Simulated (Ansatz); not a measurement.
Molecular dynamics of BBrClFH3N

Input:

```yaml
crystal:
  periodic: [false, false, false]
  atoms:
    - { symbol: B, position_ang: [-0.03574, 0.328848, -0.128976] }
    - { symbol: F, position_ang: [0.075746, -0.213025, 1.414689] }
    - { symbol: Cl, position_ang: [1.506829, 0.091484, -0.961196] }
    - { symbol: "N", position_ang: [-1.25617, -0.050433, -0.697512] }
    - { symbol: H, position_ang: [-2.146972, 0.146484, -0.258288] }
    - { symbol: H, position_ang: [-1.317747, -0.22846, -1.692042] }
    - { symbol: Br, position_ang: [-0.08553, 2.40736, 0.903214] }
    - { symbol: H, position_ang: [0.080682, 0.80034, 1.747412] }
basis:
  gaussian: { orbitals: def2-SVP }
hamiltonian:
  xc: b3lyp
md:
  timestep: 0.5
  n_steps: 200
  ensemble: nve
  temperature: 100.0
  initial_velocities: maxwell_boltzmann
  seed: 5106
```

Run as:

```bash
$ ansatz run input.yaml --threads 2 --pin off --max-ram 3072MiB --backend cpu --events-out ev --progress --plain --runs-dir out
```

It starts at the highest image of a converged band. Of that band: The profile has 2 maxima (images 4, 8) with wells between them (image 6): this band takes more than one step, which may be the mechanism or a detour left from its start path. A vibrational analysis at the climbing image gives one clearly imaginary mode, 529i cm⁻¹: a first-order saddle point.

Output, in part (one step line in 7, the closing report, with atoms numbered from 0):

```
md step     0: t =     0.00 fs  T =   100.0 K  F+E_penalty+E_count = -87488.77243422 eV  E_kin = 0.077556 eV  conserved = -87488.69487822 eV  (26 SCF iters)
md step     7: t =     3.50 fs  T =    50.9 K  F+E_penalty+E_count = -87488.73393437 eV  E_kin = 0.039490 eV  conserved = -87488.69444430 eV  (24 SCF iters)
md step    14: t =     7.00 fs  T =    40.9 K  F+E_penalty+E_count = -87488.72598355 eV  E_kin = 0.031728 eV  conserved = -87488.69425586 eV  (25 SCF iters)
md step    21: t =    10.50 fs  T =    58.4 K  F+E_penalty+E_count = -87488.73979903 eV  E_kin = 0.045318 eV  conserved = -87488.69448117 eV  (31 SCF iters)
md step    28: t =    14.00 fs  T =    67.8 K  F+E_penalty+E_count = -87488.74740035 eV  E_kin = 0.052603 eV  conserved = -87488.69479757 eV  (24 SCF iters)
md step    35: t =    17.50 fs  T =    61.2 K  F+E_penalty+E_count = -87488.74209115 eV  E_kin = 0.047491 eV  conserved = -87488.69459969 eV  (24 SCF iters)
md step    42: t =    21.00 fs  T =    92.7 K  F+E_penalty+E_count = -87488.76636332 eV  E_kin = 0.071868 eV  conserved = -87488.69449517 eV  (31 SCF iters)
md step    49: t =    24.50 fs  T =    83.0 K  F+E_penalty+E_count = -87488.75858867 eV  E_kin = 0.064350 eV  conserved = -87488.69423858 eV  (25 SCF iters)
md step    56: t =    28.00 fs  T =   136.6 K  F+E_penalty+E_count = -87488.80064971 eV  E_kin = 0.105907 eV  conserved = -87488.69474271 eV  (31 SCF iters)
md step    63: t =    31.50 fs  T =   186.9 K  F+E_penalty+E_count = -87488.83960679 eV  E_kin = 0.144930 eV  conserved = -87488.69467680 eV  (31 SCF iters)
md step    70: t =    35.00 fs  T =   208.2 K  F+E_penalty+E_count = -87488.85569139 eV  E_kin = 0.161472 eV  conserved = -87488.69421947 eV  (30 SCF iters)
md step    77: t =    38.50 fs  T =   293.5 K  F+E_penalty+E_count = -87488.92212005 eV  E_kin = 0.227617 eV  conserved = -87488.69450277 eV  (30 SCF iters)
md step    84: t =    42.00 fs  T =   422.3 K  F+E_penalty+E_count = -87489.02244516 eV  E_kin = 0.327556 eV  conserved = -87488.69488938 eV  (30 SCF iters)
md step    91: t =    45.50 fs  T =   518.8 K  F+E_penalty+E_count = -87489.09695239 eV  E_kin = 0.402325 eV  conserved = -87488.69462778 eV  (29 SCF iters)
md step    98: t =    49.00 fs  T =   621.7 K  F+E_penalty+E_count = -87489.17648610 eV  E_kin = 0.482152 eV  conserved = -87488.69433390 eV  (28 SCF iters)
md step   105: t =    52.50 fs  T =   758.3 K  F+E_penalty+E_count = -87489.28279787 eV  E_kin = 0.588131 eV  conserved = -87488.69466641 eV  (30 SCF iters)
md step   112: t =    56.00 fs  T =   828.1 K  F+E_penalty+E_count = -87489.33714259 eV  E_kin = 0.642268 eV  conserved = -87488.69487500 eV  (30 SCF iters)
md step   119: t =    59.50 fs  T =   851.7 K  F+E_penalty+E_count = -87489.35550904 eV  E_kin = 0.660525 eV  conserved = -87488.69498442 eV  (30 SCF iters)
md step   126: t =    63.00 fs  T =   874.6 K  F+E_penalty+E_count = -87489.37325390 eV  E_kin = 0.678320 eV  conserved = -87488.69493378 eV  (30 SCF iters)
md step   133: t =    66.50 fs  T =   826.8 K  F+E_penalty+E_count = -87489.33552426 eV  E_kin = 0.641261 eV  conserved = -87488.69426346 eV  (24 SCF iters)
md step   140: t =    70.00 fs  T =   822.9 K  F+E_penalty+E_count = -87489.33229077 eV  E_kin = 0.638186 eV  conserved = -87488.69410506 eV  (31 SCF iters)
md step   147: t =    73.50 fs  T =   881.3 K  F+E_penalty+E_count = -87489.37806123 eV  E_kin = 0.683464 eV  conserved = -87488.69459752 eV  (31 SCF iters)
md step   154: t =    77.00 fs  T =   928.7 K  F+E_penalty+E_count = -87489.41537114 eV  E_kin = 0.720238 eV  conserved = -87488.69513331 eV  (31 SCF iters)
md step   161: t =    80.50 fs  T =   974.7 K  F+E_penalty+E_count = -87489.45103729 eV  E_kin = 0.755908 eV  conserved = -87488.69512883 eV  (31 SCF iters)
md step   168: t =    84.00 fs  T =  1002.0 K  F+E_penalty+E_count = -87489.47174308 eV  E_kin = 0.777145 eV  conserved = -87488.69459794 eV  (31 SCF iters)
md step   175: t =    87.50 fs  T =   984.1 K  F+E_penalty+E_count = -87489.45741013 eV  E_kin = 0.763236 eV  conserved = -87488.69417392 eV  (31 SCF iters)
md step   182: t =    91.00 fs  T =   968.9 K  F+E_penalty+E_count = -87489.44586804 eV  E_kin = 0.751449 eV  conserved = -87488.69441952 eV  (31 SCF iters)
md step   189: t =    94.50 fs  T =   936.1 K  F+E_penalty+E_count = -87489.42095248 eV  E_kin = 0.726002 eV  conserved = -87488.69495012 eV  (31 SCF iters)
md step   196: t =    98.00 fs  T =   854.2 K  F+E_penalty+E_count = -87489.35744658 eV  E_kin = 0.662519 eV  conserved = -87488.69492764 eV  (31 SCF iters)
md step   200: t =   100.00 fs  T =   796.3 K  F+E_penalty+E_count = -87489.31183874 eV  E_kin = 0.617554 eV  conserved = -87488.69428511 eV  (28 SCF iters)
Total energy: -87489.31206583 eV, -3215.1729160337 hartree
Atom 0 at    -0.123159     0.848599    -0.489288 Å, force     0.430512     0.187595     0.080249 eV/Å
Atom 1 at     0.259602    -0.887772     2.393979 Å, force     0.183872     1.455013    -0.852813 eV/Å
Atom 2 at     1.510439     0.238686    -0.968707 Å, force    -1.142318     0.030319    -0.104543 eV/Å
Atom 3 at    -1.387798     0.437185    -0.898045 Å, force     0.217026     0.165115    -0.053416 eV/Å
Atom 4 at    -2.247814     0.822236    -0.522786 Å, force     0.224842     0.260338     0.254962 eV/Å
Atom 5 at    -1.583699    -0.004786    -1.772295 Å, force     0.205800    -0.828250    -0.588083 eV/Å
Atom 6 at    -0.095412     2.345808     0.758860 Å, force     0.068470     0.017596     0.438143 eV/Å
Atom 7 at     0.405197    -0.029142     1.992579 Å, force    -0.188204    -1.287726     0.825502 eV/Å
Dipole moment:    -0.521097     0.199509    -0.551295 e Å
```

All steps were run. The conserved energy stayed within 0.11 meV per atom of its start (net change 0.074 meV per atom), so the integration is sound. The kinetic energy rose, since the run started high on the potential surface and went downhill. It ends in pieces (BBrClH2N + FH), so much of that is their flight and rotation, not heat. A run of 0.1 ps of so small a system gives no equilibrium averages. The orbitals stay closed-shell, which can raise the energy where a bond breaks towards radicals; this wasn't checked here.

Between its relaxed ends the band would form B1–Br7, F2–H8 and break B1–F2, Br7–H8. These pairs go: B1–Br7 2.32 → 1.95 Å, F2–H8 1.07 → 0.96 Å, B1–F2 1.64 → 3.39 Å, Br7–H8 1.82 → 2.72 Å. In the last frame they stand as after the step (other bonds may differ from the relaxed reactants and products). It ends as BBrClH2N + FH. Pairs count as bonded within 1.25 times the sum of covalent radii (0.12 Å more for H–H).

Last frame:

```xyz
8
Properties=species:S:1:pos:R:3
B -0.123 0.849 -0.489
F 0.260 -0.888 2.394
Cl 1.510 0.239 -0.969
N -1.388 0.437 -0.898
H -2.248 0.822 -0.523
H -1.584 -0.005 -1.772
Br -0.095 2.346 0.759
H 0.405 -0.029 1.993
```

The run took 4.2 min on 2 threads of AMD EPYC 9R45 96-Core Processor (Zen 5) (shared host), peak memory 0.28 GiB.
